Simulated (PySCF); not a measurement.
Bond length, frequency and bond energy of GaAs⁺ by level of theory

State: ⁴Σ⁻ (quartet), unpaired electrons σ ↑, π ↑↑. Set-up: PySCF, no relativity, basis sets Ga def2-TZVPPD, As def2-TZVPPD. De refers to Ga⁺ + As in their high-spin ground configurations, without counterpoise correction. The functionals are run spin-unrestricted. A positive dipole points towards As; it is taken about the centre of mass and depends on that origin. Levels whose curve was spin-contaminated or gave no clean fit are not listed.

```csv
Level,Re (Å),ωe (cm⁻¹),De (eV),μ (D),"CPU s a point (SCF and correlation, without the integrals)"
UHF-MP2,2.778,104,0.474,n/a,5
UHF-SCS-MP2,2.842,93.6,0.407,n/a,n/a
UHF-CCSD,2.811,102,0.438,n/a,n/a
UHF-CCSD(T),2.764,111,0.492,n/a,370
PBE,2.697,130,0.81,-2.25,2.4
revPBE,2.742,119,0.69,-2.40,1.7
r²SCAN,2.642,136,0.78,-2.29,3.6
B3LYP,2.769,114,0.64,-2.59,4.3
PBE0,2.704,126,0.69,-2.49,5.1
r²SCAN0,2.671,128,0.69,-2.50,5.1
B97-3,2.784,111,0.59,-2.79,3.2
M06,2.789,119,0.68,-2.69,4.6
LC-ωPBE,2.706,118,0.56,-2.66,5.3
```

(1) Which functional lies closest to UHF-CCSD(T) in De, which farthest, and by how much do they differ from it?

(2) What does the step from GGA to meta-GGA do here, going from PBE to r²SCAN?

(3) What does the triples do here, going from UHF-CCSD to UHF-CCSD(T)?

Correlated steps freeze 18 core orbitals. Spin–orbit coupling is left out. For an ion De counts to the pair picked by the measured ionisation energies or electron affinities, which need not be the lowest pair at this level. The state was picked by a PBE0 search and need not be the measured ground state.

The whole job (state search and all levels along the bond) took about 31 min on 2 threads of Arm Neoverse V1 (shared host), peak memory 4.8 GiB.

Results:

(1) Closest is LC-ωPBE (-5.8 pm in Re, +6.3 % in ωe, +0.07 eV in De against UHF-CCSD(T) in the same basis), farthest PBE (-6.7 pm in Re, +17.1 % in ωe, +0.32 eV in De). CCSD(T) converges more slowly with the basis than the functionals do and binds too weakly in this one, so the order can change at the basis-set limit.

(2) r²SCAN less PBE: -5.5 pm in Re, +4.6 % in ωe, -0.03 eV in De. 

(3) UHF-CCSD(T) less UHF-CCSD: -4.7 pm in Re, +8.8 % in ωe, +0.05 eV in De. Correlation nearly always deepens the well. The bond shortens, as in weak, metallic or heavy-atom bonds, where dispersion and the correlation of outer-core electrons pull the atoms together.
